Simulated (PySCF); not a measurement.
C4H6, charge +1, doublet, geometry from GFN2-xTB (a state made from the parent by changing its charge; the spin is typed, not shown lowest), with bond 10-4 at 1.6 times its length. Base run: SVWN5/STO-3G (PySCF).

Geometry (Å):
```xyz
10

C      1.7167     0.2339    -0.6542
C      0.6827    -0.1400     0.1435
C     -0.6827     0.1400    -0.1435
C     -1.7167    -0.2339     0.6542
H      1.6097     0.9666    -1.4437
H      2.7029    -0.1939    -0.5293
H      0.8886    -0.6891     1.0588
H     -0.8886     0.6891    -1.0588
H     -2.7029     0.1939     0.5293
H     -1.5456    -1.4063     1.9175
```
Charge +1, spin multiplicity 2.
Orbitals are unrestricted.
All else is at PySCF's defaults.
Base energy -152.20726 Eh.

The base run was repeated with changes; each row names its change, and settings that it needs were set with it.

| change | ΔE vs base (µEh) | SCF cycles | <S^2> | outcome |
|---|---|---|---|---|
| base | 0.0 | 14 | 0.756 | converged |
| diis_space = 2 | - | 50 | - | not converged |
| init_guess = atom | 0.0 | 13 | 0.756 | converged |
| init_guess = huckel | 0.0 | 16 | 0.756 | converged |
| diis = off (with mf.max_cycle = 100) | - | 100 | - | not converged |
| init_guess = 1e | 0.0 | 17 | 0.756 | converged |
| conv_tol_grad = 1e-3 | 0.0 | 14 | 0.756 | converged |
| diis = off; damp = 0.6 (with mf.diis_start_cycle = 200; with mf.max_cycle = 150) | 0.0 | 41 | 0.756 | converged |
| level_shift = 0.3 (with mf.max_cycle = 100) | 0.0 | 22 | 0.756 | converged |
| conv_tol = 1e-4 | 46.9 | 6 | 0.755 | converged |
| conv_tol = 1e-6 | 0.2 | 9 | 0.756 | converged |
| diis = off; damp = 0.3 (with mf.diis_start_cycle = 200; with mf.max_cycle = 150) | - | 150 | - | not converged |
| init_guess = vsap | 0.0 | 14 | 0.756 | converged |

Open shells are given as the SCF converged; they aren't shown to be the lowest states, and a large step between rows can be another state.
